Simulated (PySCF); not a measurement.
**A small calculation by hand: oscillator strength and radiative lifetime**

SnCl2, SMILES [Cl][Sn][Cl] (connectivity only; charge and spin as stated), neutral, multiplicity 1.

Geometry optimised at PBE0-D3(BJ)/def2-TZVP. The isomer is the one that the SMILES or the coordinates give; other isomers of the formula were not compared. The def2 effective core potentials stand for the cores of Sn; spin–orbit coupling is left out.

TDDFT-PBE0/def2-SVPD (PySCF) puts the first singlet state with f over 0.02 at 3.87 eV (vertical), with the transition dipole (0.556, 0.000, 0.000) in atomic units.

Problem. Find the oscillator strength, the wavelength and the radiative lifetime that this transition would have in vacuum if emission retraced absorption.

Solution. 
|μ|² = 0.3091 au, so |μ| = 1.41 D. ΔE = 3.87/27.211 = 0.1422 hartree. f = (2/3) ΔE |μ|² = 0.029 (the program prints 0.029).
λ = 1239.84/3.87 = 320 nm; ν = 31214 cm⁻¹.
Einstein's coefficient A = 0.6670 ν² f s⁻¹ (ν in cm⁻¹) = 1.9e7 s⁻¹, so τ = 1/A = 53 ns. This state is S1. The figure is the radiative limit of this one transition; relaxation, internal conversion, crossing to triplets and a medium change what is measured.
